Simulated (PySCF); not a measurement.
Rapidly exchanging positions averaged, no relativistic terms, single conformer, isolated molecule. σ from GIAO-PBE0/pcSseg-1; geometry from GFN2-xTB; PySCF 2.14.0 with density-fitted response routines.

Shifts are taken against calculated references (same method and geometry level): TMS for ¹H (31.72 ppm), ¹³C (186.93 ppm). Shifts are as computed. Against solution values, carbons near 30 ppm lie about +3 ppm off and those near 130 ppm about +5 ppm. Of 1211 compounds with measured shifts, 218 miss one by over three times the rms of a fit or turn the order of signals round; such compounds aren't used in these exercises. OH and NH positions are gas-phase values without hydrogen bonding to other molecules.

**Question.** Order these molecules by the shift of their most deshielded carbon-bound hydrogen, lowest δ first.
A. C=C(C)O/C=C/OC(F)(F)F
B. C[SiH2]c1ccccc1
C. C#CCP1(=O)CCOCC1

**Answer.** C (4.38 ppm, hydrogen on an sp3 CH2 bonded to O), A (7.12 ppm, hydrogen on an alkene carbon bearing oxygen), B (7.85 ppm, hydrogen on an aromatic CH).

**Question.** Order these molecules by the shift of their most deshielded carbon, lowest δ first.
A. C=C(C)O/C=C/OC(F)(F)F
B. OCC(F)(F)F
C. C[SiH2]c1ccccc1
D. C=CP1(=O)CCC(=O)CC1
E. C#CCP1(=O)CCOCC1
F. N#Cc1ccccc1F

**Answer.** E (82.4 ppm, alkyne carbon), B (133.8 ppm, CF3 carbon), C (140.7 ppm, aromatic CH), A (168.3 ppm, alkene carbon bearing oxygen), F (175.0 ppm, aromatic carbon bearing fluorine), D (214.9 ppm, ketone carbonyl carbon).

**Question.** How many ¹³C and ¹H signals does each give (equivalence by symmetry and fast rotation, but not about amide C–N or C=N bonds)? `C=C(C)O/C=C/OC(F)(F)F`, `C#CCP1(=O)CCOCC1`, `C[SiH2]c1ccccc1`, `OCC(F)(F)F`, `C=CP1(=O)CCC(=O)CC1`, `N#Cc1ccccc1F`

**Answer.** C=C(C)O/C=C/OC(F)(F)F: 6 C, 5 H; C#CCP1(=O)CCOCC1: 5 C, 6 H; C[SiH2]c1ccccc1: 5 C, 5 H; OCC(F)(F)F: 2 C, 2 H; C=CP1(=O)CCC(=O)CC1: 5 C, 7 H; N#Cc1ccccc1F: 7 C, 4 H.
